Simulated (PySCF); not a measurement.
## 2p core levels of pentachloroethane

Species: pentachloroethane, C₂HCl₅.
Structure used (PBE0-D3(BJ)/def2-SVP), in Å, numbered top down from 1:
```xyz
8
C2HCl5 angstrom
Cl     1.1051   -1.7463    0.9030
C      0.8433   -0.2890   -0.0558
Cl     1.9535    0.9932    0.4323
C     -0.6276    0.1818    0.0314
Cl    -1.0628    0.5996    1.6872
Cl    -0.8262    1.5911   -1.0292
Cl    -1.6678   -1.1278   -0.5647
H      1.0475   -0.5323   -1.1067
```

Level of theory: PySCF 2.14.0, delta-SCF UKS SCAN, pcX-2 on the ionised atom, pcseg-1 elsewhere, spin-free X2C. These are vertical core ionisation energies against the vacuum level, from separate self-consistent calculations with and without the core hole. Spin–orbit and ligand-field terms were added within each 2p shell after the spin-free SCF. The splitting includes the ligand field, and 2p3/2 is the mean of two sublevels.

When a 2p electron fills a 1s hole, the emitted photon carries the energy difference of the two hole states (Kα1 from 2p3/2, Kα2 from 2p1/2), here at the ground state's geometry.

```tsv
atom	Kα1 (eV)	Kα2 (eV)	2p3/2 binding energy (eV)
Cl1/Cl3	2622.59	2620.93	206.86
Cl5/Cl6/Cl7	2622.57	2620.92	206.96
```

Problem. What are the 1s and 2p1/2 binding energies?

Solution. 1s = Kα1 + 2p3/2, and 2p1/2 = 1s − Kα2:

| atom | environment | 1s (eV) | 2p1/2 (eV) |
| --- | --- | --- | --- |
| Cl1/Cl3 | alkyl chlorine | 2829.45 | 208.52 |
| Cl5/Cl6/Cl7 | chlorine of a CCl3 group | 2829.53 | 208.61 |

Over the 2 chlorine sites the 1s value ranges over 0.08 eV, 2p3/2 over 0.10 eV and Kα1, their difference, over 0.02 eV.

Problem. And the 1s levels of the other atoms?

Solution. C2 (CHCl2 carbon) 294.71 eV; C4 (CCl3 carbon) 295.86 eV.

Topologically equivalent atoms share the value of their first member; where this conformer doesn't relate them by symmetry, their own values could differ. Isolated species at its PBE0-D3(BJ)/def2-SVP geometry, gas phase.

The run took 36 s on Arm Neoverse V1, one thread, no GPU (shared host).
